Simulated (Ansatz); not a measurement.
Cost and result for the atomization energy of C2H5BOSi (10 atoms, 10 bonds).

Cartesian coordinates in Å:
```
O 0.551 2.563 1.028
C 0.693 1.557 0.506
B 0.844 0.280 -0.206
C 0.233 -1.075 0.446
Si -1.078 -0.239 -0.538
H 1.595 0.322 -1.135
H 0.687 -1.979 0.054
H 0.093 -1.113 1.522
H -2.178 0.408 0.209
H -1.440 -0.725 -1.886
```

Charge 0, multiplicity 1. The bonds changed during the relaxation, so this is another structure than the one it started from. The geometry is a stationary point of PBE0-D4/def2-TZVP. Program: Ansatz. All runs use 2 threads of an Arm Neoverse V2 on a shared host. Times are those of one run each, without the atoms' runs, and a repeat can differ threefold. Electronic energies, without spin–orbit coupling; frozen cores. CCSD(T)/CBS adds CCSD(T) − MP2 in def2-TZVPP to the MP2 limit, and its time is that of the two runs behind it. T1 = 0.016.

CCSD(T)/CBS is a level of theory with its own doubt, some kJ/mol a heavy atom from the limit and from the frozen cores, so smaller differences don't rank the functionals.

```
                             level  functions  wall time  atomization (kJ/mol)  difference from CCSD(T)/CBS  per bond
                BLYP-D4/def2-TZVPP        236      3.3 s                3934.1                         39.6       4.0
   PBE-D4/def2-TZVPP (with forces)        236      3.7 s                4046.4                        151.9      15.2
               BHLYP-D4/def2-TZVPP        236      4.8 s                3778.1                       -116.4     -11.6
           CAM-B3LYP-D4/def2-TZVPP        236      5.5 s                3922.1                         27.6       2.8
                  CCSD(T)/def2-SVP         99        6 s                3713.8                       -180.7     -18.1
r2SCAN-D4/def2-TZVPP (with forces)        236      7.5 s                3967.4                         72.9       7.3
                 B2PLYP/def2-TZVPP        236        9 s                3881.5                        -13.0      -1.3
               PBE-QIDH/def2-TZVPP        236      9.5 s                3905.9                         11.4       1.1
                 B97M-V/def2-TZVPP        236       14 s                3957.6                         63.1       6.3
  ωB97M-V/def2-TZVPP (with forces)        236       19 s                3930.5                         36.0       3.6
                    MP2/def2-QZVPP        448       35 s                3955.1                         60.6       6.1
                CCSD(T)/def2-TZVPP        236    9.5 min                3800.0                        -94.5      -9.4
                 CCSD(T)/CBS(def2)          –     10 min                3894.5                          0.0       0.0
```

From r2SCAN to r2SCAN0 (25 % exact exchange), in def2-TZVPP and without D4, the atomization energy moves by −84.8 kJ/mol: exact exchange takes away binding that semilocal exchange gives to molecules. Leaving LDA and LC-ωPBE aside and taking each functional with its dispersion term where it has one, the values spread over 268.3 kJ/mol, from BHLYP-D4 to PBE-D4. LDA lies +503.0 kJ/mol from PBE without D4, its usual overbinding. In def2-TZVPP, CCSD(T) changes the Hartree–Fock value by +979.4 kJ/mol (the triples alone add +78.3 kJ/mol) and MP2 by +1078.4 kJ/mol; breaking electron pairs costs correlation energy, which Hartree–Fock lacks.
